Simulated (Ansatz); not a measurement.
Job for Ansatz (a first-principles code): U-PBE/aug-cc-pVTZ on BeO, a point of a bond scan (R = 3.051 Å).

Ansatz 0.2 input:
```yaml
crystal:
  periodic: [false, false, false]
  atoms:
    - {symbol: Be, position_ang: [-0.00000000, -0.00000000, -0.88442615]}
    - {symbol: O, position_ang: [0.00000000, 0.00000000, 2.16684406]}
basis:
  gaussian:
    orbitals: aug-cc-pVTZ
hamiltonian:
  xc: {name: PBE}
magnetization: {spin_polarized: true, initial_magnetization: 0}
```

Program output:

```
WARN ansatz: RAYON_NUM_THREADS=1 ignored (pool sized by the plan → 1); use --threads N
Functional definition: PBE
integrals: 0.01 GiB planned
405 factors; their error is unknown
mean field: 0.20 GiB planned
mean field evaluation 1: about -2405.1645 eV, gradient 6.9e1 eV
mean field evaluation 2: about -1951.3753 eV, gradient 1.2e2 eV
mean field evaluation 4: about -2222.9433 eV, gradient 9.3e1 eV
mean field evaluation 8: about -2414.0694 eV, gradient 5.1e1 eV
mean field evaluation 16: about -2437.8327 eV, gradient 2.2e-3 eV
mean field evaluation 32: about -2439.1635 eV, gradient 1.1e0 eV
mean field evaluation 64: about -2425.2236 eV, gradient 2.9e1 eV
mean field evaluation 96: about -2438.0270 eV, gradient 3.4e0 eV
mean field evaluation 128: about -2438.2833 eV, gradient 1.1e-1 eV
mean field evaluation 160: about -2439.0551 eV, gradient 3.6e0 eV
mean field evaluation 192: about -2438.7003 eV, gradient 7.2e0 eV
mean field evaluation 224: about -2438.3362 eV, gradient 3.9e0 eV
mean field -2439.19272024 eV, -89.6386791247 hartree, gradient 6.2e-6 eV, S^2 1.031269; 20 other end points of the search recorded, 0 dependent functions left out
reference -2439.19275967 eV, -89.6386805737 hartree; 6, 6 occupied and 86, 86 virtual orbitals, 405 factors
Total energy: -2439.19275967 eV, -89.6386805737 hartree
```

The calculation finished and met its thresholds. Its determinant has ⟨S²⟩ = 1.03, a mixture of spin states.

Cost: very roughly 12 core-seconds.
